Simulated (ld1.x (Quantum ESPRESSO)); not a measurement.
# What the settings do to the TM potential of Cl

Base potential:

ld1.x (Quantum ESPRESSO) 7.5 input, shortened:

```
&input
   title='Cl', zed=17., rel=2, dft='PBE', iswitch=3,
   config='[Ne] 3s2 3p2 3d-2', rel_dist='average'
 /
 &inputp
   pseudotype=2, tm=.true., lloc=-1, rcloc=0.50,
   nlcc=.false.
 /
3
2S  1  0   2.00   0.00  0.45  0.45  0.0
2P  2  1   6.00   0.00  0.50  0.50  0.0
3D  3  2  -2.00  -0.10  0.45  0.45  0.0
 &test
   configts(1)='2s2 2p6 3s2 3p2'
 /
```

Open shells are filled in proportion to 2j + 1 (rel_dist='average').

Occupied shells without a wave of their own: 3p, 3s. They enter only through the test configuration that unscreens the potential.

Cutoffs, loose and tight: the cutoffs (Ry, on a coarse ladder) from which the occupation-weighted sum of valence levels, in a spherical-Bessel basis at the reference potential, stays within 10 and 1 mRy of its value at 400 Ry. They do not see the model core or the augmentation charge, which bear on the density cutoff. Test errors are all-electron minus pseudo excitation energies from the reference, over the configurations 2s2 2p6 3s2 3p5; 2s2 2p6 3s2 3p4; 2s2 2p6 3s2 3p3; 2s2 2p6 3s1 3p5; 2s2 2p5 3s2 3p5; 2s1 2p6 3s2 3p5; 2s2 2p6 3s2 3p4.5. A dash means not determined; rows that change the core or the reference have their own tests.

Cutoffs are not given where the Bessel-basis levels miss the radial ones by over 6 mRy, ghosts where they miss by over 20 mRy; a channel whose overlap is not positive is not tested.

```tsv
change	outcome	cutoff, loose	cutoff, tight	bound ghosts	largest test error (meV)
base	generated, misses its reference levels by 0.19 eV	–	–	not determined	-622
all radii scaled by about 0.84 (s 0.38, p 0.42, d 0.38 bohr); local potential all-electron potential smoothed inside 0.42 bohr (lloc = -1)	generated	–	–	not determined	-265
all radii scaled by about 0.89 (s 0.40, p 0.44, d 0.40 bohr); local potential all-electron potential smoothed inside 0.44 bohr (lloc = -1)	generated	–	–	not determined	-290
all radii scaled by about 1.11 (s 0.50, p 0.56, d 0.50 bohr); local potential all-electron potential smoothed inside 0.56 bohr (lloc = -1)	generated, misses its reference levels by 0.29 eV	–	–	none	-1019
all radii scaled by about 1.24 (s 0.56, p 0.62, d 0.56 bohr); local potential all-electron potential smoothed inside 0.62 bohr (lloc = -1)	generated, misses its reference levels by 0.45 eV	over 300 Ry	over 300 Ry	none	-1639
all radii scaled by about 1.33 (s 0.60, p 0.66, d 0.60 bohr); local potential all-electron potential smoothed inside 0.66 bohr (lloc = -1)	generated, misses its reference levels by 0.95 eV	over 300 Ry	over 300 Ry	none	-2357
all radii scaled by about 1.39 (s 0.62, p 0.70, d 0.62 bohr); local potential all-electron potential smoothed inside 0.70 bohr (lloc = -1)	failed: run_pseudo: Errors in PS-KS equation	–	–	–	–
```

(1) What comes out with this change to the base: all radii scaled by about 0.76 (s 0.34, p 0.38, d 0.34 bohr); local potential all-electron potential smoothed inside 0.38 bohr (lloc = -1)?

(2) What comes out with this change to the base: all radii scaled by about 1.20 (s 0.54, p 0.60, d 0.54 bohr); local potential all-electron potential smoothed inside 0.60 bohr (lloc = -1)?

Results:

(1) outcome: generated; bound ghosts: not determined; largest test error (meV): -209.

(2) outcome: generated, misses its reference levels by 0.41 eV; cutoff, loose: over 300 Ry; cutoff, tight: over 300 Ry; bound ghosts: none; largest test error (meV): -1455.

Reading the sweep of the scale of all radii (base = 1) (base included, trends over the rows without a ghost): The median size of the test errors (rows with all tests solved) rises from 500.5 meV at 1.11 to 1019.1 meV at 1.33. More of the atom is replaced by a form fitted at one configuration, so other configurations suffer as the radius grows. The generation fails at 1.39.
